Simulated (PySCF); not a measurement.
Vibration and rotation of InS

M06 constants of InS, ²Σ⁺ (doublet), unpaired electrons σ ↑ (basis In x2c-TZVPPall, S x2c-TZVPPall; spin-free X2C with a Gaussian nucleus; PySCF 2.14; masses 114.9039 and 31.9721 u):

* ωe: 339.0 cm⁻¹
* ωexe: 1.57 cm⁻¹
* Be: 0.12536 cm⁻¹
* αe: 0.000781 cm⁻¹
* D (centrifugal): 6.86e-08 cm⁻¹
* De to In + S: 3.38 eV

(1) Give the vibrational terms G(v) and spacings up to v = 6.

(2) How well does the Morse estimate ωe²/(4ωexe) reproduce De, and what is D0?

Spin–orbit coupling is left out, which matters for elements this heavy, above all for dissociation energies. The state is the lowest determinant that a PBE0 search found; another state may lie lower at other levels.

Results:

(1) G(v) = ωe(v+½) − ωexe(v+½)².

```json
{"v": "0", "G(v) (cm⁻¹)": "169.1", "G(v) − G(v−1)": "", "Bv (cm⁻¹)": "0.1250"}
{"v": "1", "G(v) (cm⁻¹)": "505.0", "G(v) − G(v−1)": "335.9", "Bv (cm⁻¹)": "0.1242"}
{"v": "2", "G(v) (cm⁻¹)": "837.7", "G(v) − G(v−1)": "332.7", "Bv (cm⁻¹)": "0.1234"}
{"v": "3", "G(v) (cm⁻¹)": "1167.3", "G(v) − G(v−1)": "329.6", "Bv (cm⁻¹)": "0.1226"}
{"v": "4", "G(v) (cm⁻¹)": "1493.7", "G(v) − G(v−1)": "326.4", "Bv (cm⁻¹)": "0.1218"}
{"v": "5", "G(v) (cm⁻¹)": "1817.0", "G(v) − G(v−1)": "323.3", "Bv (cm⁻¹)": "0.1211"}
{"v": "6", "G(v) (cm⁻¹)": "2137.2", "G(v) − G(v−1)": "320.2", "Bv (cm⁻¹)": "0.1203"}
```

(2) It gives 2.27 eV, 67 % of the computed De. D0 = De − G(0) = 3.38 − 0.02 = 3.36 eV.
